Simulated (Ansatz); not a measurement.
Basis-set series for H₅NOSiZn. Charge 0, multiplicity 1. The bonds changed during the relaxation, so this is another structure than the one it started from. The structure was optimised at the PBE0-D4/def2-TZVP level. It is one conformer, not always the lowest.

```xyz
9

N     1.0165    0.6483    0.1442
Si   -0.2845   -0.4290   -0.0764
O     0.1988   -2.0013    0.0592
Zn   -1.4265    3.1962   -0.2236
H     1.4582    0.7529    1.0430
H     1.6644    0.8269   -0.6053
H    -0.8304   -0.1716   -1.4346
H    -0.4825   -2.6714    0.1322
H    -1.3139   -0.1511    0.9613
```

| functional | basis | functions | energy (Eh) | HOMO (eV) | LUMO (eV) |
| --- | --- | --- | --- | --- | --- |
| PBE0-D4 | def2-SVP | 102 | -2200.96245 | -5.88 | 0.95 |
| PBE0-D4 | def2-QZVPP | 434 | -2201.56284 | -6.16 | -0.48 |
| ωB97M-V | def2-SVP | 102 | -2201.30483 | -7.96 | 2.77 |
| ωB97M-V | def2-QZVPP | 434 | -2201.90766 | -8.26 | 0.71 |

Q: Give the rows for def2-TZVPP. (Estimate.)

A: Ansatz gave: 
```tsv
functional	basis	functions	energy (Eh)	HOMO (eV)	LUMO (eV)
PBE0-D4	def2-TZVPP	238	-2201.50254	-6.15	-0.36
ωB97M-V	def2-TZVPP	238	-2201.84962	-8.24	1.06
```

Positive LUMOs are unbound and depend on the basis. Scalar relativity is left out up to krypton.
